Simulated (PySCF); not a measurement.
## How methods differ on the excitation energy of As

As [Ar] 3d10 4s2 4p3 (4S) → As [Ar] 3d10 4s1 4p3 5s1 (6S), as a difference of total energies. Computed with PySCF 2.14 in aug-cc-pVTZ-PP with ECP10MDF, with a scalar-relativistic core potential. Correlated levels: valence: 3s2 3p6 3d10 frozen. The calculations carry no spin-orbit coupling.

| method | excitation energy (cm⁻¹) |
| --- | --- |
| UHF | 88966 |
| MP2 (valence) | 98943 |
| SCS-MP2 (valence) | 102330 |
| CCSD (valence) | 100260 |
| CCSD(T) (valence) | 100750 |

The upper state lies above the first ionisation limit, but in LS coupling its spin forbids autoionisation to the ground ion. A Rydberg-like electron needs more diffuse functions than a valence basis has.

The promoted electron is Rydberg-like, and one or two diffuse shells describe it only roughly, which tends to raise the upper state.
